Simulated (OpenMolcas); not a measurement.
## Levels of Co+ by method

```
Program             : OpenMolcas 26.06
Basis               : ANO-RCC-VQZP [7s6p4d3f2g1h]
Scalar Hamiltonian  : DKH2, point nucleus
Active space        : 8 electrons in 6 orbitals (3d 4s)
State averaging     : 2S+1 = 3 even, 55 roots; 2S+1 = 5 even, 10 roots kept (CI in the orbitals of an earlier block); 2S+1 = 1 even, 33 roots kept (CI in the orbitals of an earlier block)
Spin-orbit coupling : state interaction with AMFI integrals over the reference wave functions, term energies averaged over their components
```

Methods on the same reference wave functions:
A. CASSCF
B. SS-CASPT2, IPEA 0.25 Eh, imaginary shift 0.1 Eh (closed shells correlated: 3s 3p)
C. MS-CASPT2, IPEA 0.25 Eh, imaginary shift 0.1 Eh (closed shells correlated: 3s 3p)

Energies in cm⁻¹ above 3d⁸ ³F₄, the measured ground level; measured values from NIST Handbook of Basic Atomic Spectroscopic Data.

| Level | A | B | C | Measured |
| --- | --- | --- | --- | --- |
| 3d⁷ 4s ⁵F₅ | -25795 | 72.6 | 101 | 3350 |
| 3d⁷ 4s ⁵F₄ | -25147 | 718 | 746 | 4029 |
| 3d⁷ 4s ⁵F₃ | -24634 | 1231 | 1258 | 4561 |
| 3d⁷ 4s ⁵F₂ | -24256 | 1608 | 1636 | 4950 |
| 3d⁷ 4s ⁵F₁ | -24007 | 1857 | 1885 | 5205 |
| 3d⁷ 4s ³F₄(1) | -17456 | 5920 | 5950 |  |
| 3d⁷ 4s ³F₃(1) | -16582 | 6790 | 6820 |  |
| 3d⁷ 4s ³F₂(1) | -15967 | 7390 | 7420 |  |
| 3d⁷ 4s ⁵P₃ | -7101 | 15490 | 15520 |  |
| 3d⁷ 4s ⁵P₂ | -6822 | 15730 | 15770 |  |
| 3d⁷ 4s ⁵P₁ | -6513 | 16050 | 16090 |  |
| 3d⁷ 4s ³G₅ | -5102 | 18310 | 18340 |  |
| 3d⁷ 4s ³G₄ | -4729 | 18670 | 18700 |  |
| 3d⁷ 4s ³G₃ | -4348 | 19070 | 19090 |  |
| 3d⁷ 4s ¹G₄ | -753 | 21440 | 21470 |  |
| 3d⁸ ³F₄ | 0.0 | 0.0 | 0.0 | 0.0 |
| 3d⁸ ³F₃ | 1024 | 1024 | 1026 | 950 |
| 3d⁷ 4s ³H₆ | 1060 | 24450 | 24480 |  |
| 3d⁷ 4s ³H₅ | 1399 | 24770 | 24800 |  |
| 3d⁸ ³F₂ | 1747 | 1728 | 1720 | 1597 |
| 3d⁷ 4s ³H₄ | 1816 | 25160 | 25190 |  |
| 3d⁷ 4s ³D₃ | 3124 | 24710 | 24730 |  |
| 3d⁷ 4s ³D₂ | 3770 | 25230 | 25320 |  |
| 3d⁷ 4s ¹H₅ | 5478 | 27220 | 27580 |  |

A puts 3d⁷ 4s ⁵F₅ lowest.

Deviations, from unrounded energies. A percentage is the sum of absolute deviations over the sum of measured energies, with the sign that they share, or ± where signs differ.

| Against measurement | Levels | A | B | C |
| --- | --- | --- | --- | --- |
| mean absolute deviation (cm-1) | 7 | 21000 | 2400 | 2400 |
| fine structure of the ground term (%) | 2 | +8.8 | +8.0 | +7.8 |
| other configurations (%) | 5 | -660.5 | -75.2 | -74.5 |

B, C lie about equally close to measurement and A furthest from it. The largest miss of C in the table is 3d⁷ 4s ⁵F₁, by -3300 cm-1. The ranking rests on the paired levels alone, and a cruder setting can come out closer through cancelling errors.

Between B and C the level of the table that moves most is 3d⁷ 4s ¹H₅, by 350 cm-1 (lowest in B, highest in C). Moves below CASPT2's spread within the term are not significant.

The mean deviations of B to C differ by less than CASPT2's widest spread within a term (1800 cm-1), so their order carries little weight.

The lowest spin-free term lies below A's lowest term by 0.654 hartree in B, 0.654 hartree in C.

CASPT2 does not keep the components of a term degenerate, so their means are used; among the terms shown or strongly mixed into the levels shown the widest spread is 1800 cm-1 (3d⁸ ³F, C). Over all roots computed the reference weight is 0.87 to 0.92 in B, 0.87 to 0.92 in C; the roots of lowest weight are the least certain, and an intruder state may touch them. Terms from blocks run as CI alone lack orbitals of their own. A single d shell beside an s shell can misplace configurations of different d count against each other. Without dynamic correlation excited terms often stand tens of per cent too high (terms of higher spin than the ground term too low), and those without a measured partner can miss by more than the paired ones (holds for A). The lowest computed level is not the ground level that NIST lists (3F4) (holds for A). The CASPT2 spread within a term exceeds the gap to the next term for 3d⁸ ³F and 3d⁷ 4s ⁵F, 3d⁷ 4s ³H and 3d⁷ 4s ³D, so the order of their levels is uncertain, and so are names and mixing where such terms share a J (holds for B; C). Computed and measured levels are paired by configuration, term and J; levels that our copy of the source lacks, or whose pairing is in doubt (as where it misses far off the trend of its configuration), stay unpaired and out of the deviations. Levels of configurations outside the active space are missing. The table leaves out levels that lie high or whose names do not pair safely across all columns.

A number in round brackets counts repeated terms of one configuration in the order of the reference energies.
